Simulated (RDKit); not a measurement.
RDKit input (UFF):

```python
from rdkit import Chem
from rdkit.Chem import AllChem, rdDetermineBonds

mol = Chem.MolFromXYZFile('mol.xyz')
rdDetermineBonds.DetermineBonds(mol, charge=-1)
print('SMILES', Chem.MolToSmiles(Chem.RemoveHs(mol)))
ff = AllChem.UFFGetMoleculeForceField(mol)
e0 = ff.CalcEnergy()
flag = ff.Minimize(maxIts=5000, forceTol=1e-5)
print(f'energy {e0:.4f} -> {ff.CalcEnergy():.4f} kcal/mol, converged: {flag == 0}')
print(Chem.MolToXYZBlock(mol))
```
mol.xyz:
```
5

Sn    -0.26689000     0.12455400    -0.09800200
O      1.62770100    -0.57396200     0.51432400
H     -1.13628800    -0.36346600     1.42131000
H     -0.76682600    -1.41584900    -0.92234900
H      2.22600100     0.14331100     0.28656200
```

Output:

```
SMILES [OH][SnH2-]
energy 10.6902 -> -0.0514 kcal/mol, converged: True
5

Sn    -0.140034   -0.284436   -0.224016
O      1.702472   -0.723337    0.356733
H     -0.980038    0.535292    1.075002
H     -0.990397   -1.759824   -0.630488
H      2.091695    0.146893    0.624615
```

The dipole moment of an ion depends on the origin.

The geometry given is a B3LYP-D3(BJ)/def2-TZVP minimum.
